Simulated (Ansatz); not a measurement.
`[Cl][Zr]([Cl])([Br])[Br]` + `FC(Cl)(Br)Br` → `[Cl][Zr]([Br])([Br])[Br]` + `FC(Cl)(Cl)Br`  (formal exchange of groups at a Zr–Cl bond)

Gas-phase electronic energies from Ansatz, PBE0-D4/def2-TZVP geometries. CBS: MP2 limit from def2 TZ/QZ plus the TZ coupled-cluster correction, frozen cores. def2 core potentials past Kr. For Br, Zr outer-core shells are correlated without core-valence functions, which leaves a few kJ/mol of doubt a bond. Scalar relativity is left out up to krypton.

```
                   species  HF/CBS(def2) energy (Eh)
`[Cl][Zr]([Cl])([Br])[Br]`               -6110.87632
            `FC(Cl)(Br)Br`               -5741.80253
`[Cl][Zr]([Br])([Br])[Br]`               -8223.82004
            `FC(Cl)(Cl)Br`               -3628.86010
```

(1) Work out ΔE.

Largest T1 diagnostic among the species: 0.014.

Answers

(1) ΔE = (-8223.82004) + (-3628.86010) − (-6110.87632) − (-5741.80253) = -0.00129 Eh = -3.4 kJ/mol. CCSD(T)/CBS gives -1.4 kJ/mol.

Leaving LDA and LC-ωPBE aside and taking each functional with its dispersion term where it has one, the values, not all of them listed here, spread over 8.3 kJ/mol, from PBE-QIDH to BLYP-D4. LDA lies −3.3 kJ/mol from PBE without D4. From BLYP to BHLYP (50 % exact exchange), in def2-TZVPP and without D4, ΔE moves by −5.5 kJ/mol.
